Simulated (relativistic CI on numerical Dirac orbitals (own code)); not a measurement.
## W IV: computed level list

Calculated at this level of theory: Dirac-Coulomb-Breit CI, orbitals from a KLI potential per configuration, model QED (radiative potential, 1s self-energy scaled to tabulated hydrogen-like ionisation energies), valence Slater integrals scaled by 0.85, P86 correlation energy added to each configuration (own radial code, finite nucleus).

Configurations in the expansion (outside the closed core [Kr] 4d10 4f14 5s2): 5p6.5d3, 5p6.5d2.6s, 5p6.5d.6s2, 5p6.5d2.6p, 5p6.5d2.5f, 5p6.5d.6s.6p, 5p6.5d2.5g, 5p6.5d2.6d, 5p6.5d2.7s, 5p6.5d.5f2, 5p6.5d2.7p, 5p6.5d.6p2, 5p5.5d4, 5p6.5d2.7d, 5p6.5d.6s.7s, 5p6.5d2.6f. Levels of other configurations are missing.

The lowest level is 5p6.5d3 4F_3/2, with 90 % of that term; Hund's rules for 5p6.5d3 give 4F with J = 3/2, in agreement.

```
No.  Configuration  Term     J  E (cm⁻¹)    %  Landé g  Lifetime (s)
  1        5p6.5d3    4F   3/2       0.0   90    0.445              
  2        5p6.5d3    4F   5/2    2986.3   97    1.034      9.45e-01
  3        5p6.5d3    4F   7/2    5901.0   94    1.219      1.02e+00
  4        5p6.5d3    4F   9/2    8408.9   80    1.284      2.71e+00
  5        5p6.5d3    4P   3/2   10397.8   43    1.398      3.61e-01
  6        5p6.5d3    4P   1/2   11760.3   62    1.910      1.98e+00
  7        5p6.5d3    2G   7/2   14854.4   91    0.914      1.67e-01
  8        5p6.5d3    2H   9/2   15748.7   51    1.041      2.03e-01
  9        5p6.5d3    4P   5/2   16539.2   91    1.562      3.80e-01
 10        5p6.5d3    2P   1/2   17726.2   58    1.426      2.26e-01
 11        5p6.5d3    4P   3/2   17837.7   46    1.260      8.01e-02
 12        5p6.5d3    2H  11/2   21660.3  100    1.091      4.99e-01
 13        5p6.5d3    2D   5/2   22108.0   85    1.218      1.15e-01
 14        5p6.5d3    2G   9/2   22971.1   49    1.028      1.09e-01
 15        5p6.5d3    2P   3/2   23965.9   48    1.160      8.36e-02
 16        5p6.5d3    2F   5/2   28104.1   84    0.887      2.11e-01
 17        5p6.5d3    2F   7/2   28301.7   92    1.137      1.92e-01
 18     5d2(3F).6s    4F   3/2   36758.4   95    0.419      1.91e-02
 19     5d2(3F).6s    4F   5/2   38930.2   92    1.030      1.66e-02
 20     5d2(3F).6s    4F   7/2   42510.3   97    1.235      1.42e-02
 21        5p6.5d3    2D   5/2   42768.5   89    1.183              
 22        5p6.5d3    2D   3/2   43205.0   98    0.802              
 23     5d2(3F).6s    4F   9/2   46391.9   96    1.326              
 24     5d2(3P).6s    4P   1/2   49583.1   96    2.634              
 25     5d2(3F).6s    2F   5/2   50074.8   33    1.169              
 26     5d2(3P).6s    4P   3/2   51406.6   91    1.653              
 27     5d2(3F).6s    2F   5/2   52947.5   46    1.206              
 28     5d2(1D).6s    2D   3/2   55674.6   76    0.904              
 29     5d2(3F).6s    2F   7/2   56631.7   67    1.072              
 30     5d2(1D).6s    2D   5/2   59586.0   59    1.284              
 31     5d2(1G).6s    2G   9/2   60648.2   95    1.119              
 32     5d2(1G).6s    2G   7/2   61856.4   71    0.962              
 33     5d2(3P).6s    2P   1/2   63877.5   89    0.737              
 34     5d2(3P).6s    2P   3/2   68329.6   85    1.291              
 35     5d2(1S).6s    2S   1/2   81220.2   93    1.967              
 36     5d2(3F).6p   4G°   5/2   88066.3   65    0.689      1.17e-09
 37     5d2(3F).6p   4F°   3/2   92526.6   53    0.638      4.73e-10
 38     5p6.5d.6s2    2D   3/2   93957.1   94    0.799              
 39     5d2(3F).6p   4G°   7/2   94963.1   80    1.016      9.32e-10
 40     5d2(3F).6p   4F°   5/2   96608.4   39    1.076      5.49e-10
 41     5d2(3F).6p   4F°   5/2  100513.5   38    0.934      5.43e-10
 42     5d2(3F).6p   4G°   9/2  100919.7   60    1.181      7.02e-10
 43     5p6.5d.6s2    2D   5/2  100943.3   95    1.200              
 44     5d2(3P).6p   4D°   1/2  100995.7   68    0.473      3.16e-10
 45     5d2(3F).6p   2D°   3/2  101706.5   55    0.769      4.94e-10
```

Energies count from the lowest computed level; ° marks odd parity; lifetimes are radiative, by E1, M1, E2 decay to levels of this space only; some are left blank where a channel outside the calculation adds to the decay or the decay crosses a small, uncertain gap. Percentages are summed over parent terms; the parents shown are those of the largest component, closed shells are left out there.

The mean weight of the leading LS term, summed over parents, in these 45 levels is 75 %, and that of the leading jj configuration (from the same eigenvectors) 73 %.

For a near-neutral ion this model can misplace configurations by up to about 10,000 cm⁻¹ (more where the count of f electrons changes) and terms by 10 to 25 % of their spread. Rates follow the energies as ν³ (E1, M1) or ν⁵ (E2), so they and the lifetimes can be off by large factors. The fine structure of a lone outer electron comes out too small, for d and f at times inverted, and misplaced configurations move strength between like terms. 42 of the 69 excited levels that our extract of the measured tables holds in this range could be paired (the sources list more); they are missed by 2377 cm⁻¹ on average and 6785 at most, and levels without a partner can miss by more. Some levels of the ground configuration have no partner and can miss by 10 % or more.

LS names give the leading component of a level, which can be under half, so a name can repeat, a term be missing and a line seem to break the LS rules.
